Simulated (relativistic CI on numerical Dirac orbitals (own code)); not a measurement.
Calculated at this level of theory: Dirac-Coulomb-Breit CI, separate exchange-only KLI orbitals for each configuration, QED by a radiative potential, unscaled Slater integrals (own radial code, finite nucleus).

The strongest absorption lines from the ground level of an ion, among the configurations computed and to levels below about 1110 eV (vacuum wavelength in Å, gf): 16.752 (0.64), 17.320 (1.4), 17.435 (0.019), 19.217 (0.13), 20.000 (0.23), 69.791 (1.7), 88.038 (0.12), 105.80 (0.00018).

Which ion is it?
A. Nb23+
B. Tc25+
C. Tc27+
D. Rh27+

B. Tc25+ has 18 electrons and the ground level 3s2.3p6 1S_0; the strongest line goes to 3s2.3p5.3d 1P°_1. The pattern of lines fixes the number of electrons, and along that sequence the line energies rise steadily with the charge (about as its square where n changes within one kind of shell, about linearly where n is kept but much faster in heavy ions where fine structure, which grows about as Z⁴, sets the gap, and irregularly where shells cross), which fixes Z. Configurations outside the model, such as inner-shell arrays, can give stronger lines. At this charge energies of transitions that change n are usually good to better than 1 %, and those within a shell (Δn = 0) to a few per cent.

LS names give the leading component of a level, which can be under half, so a name can repeat, a term be missing and a line seem to break the LS rules.
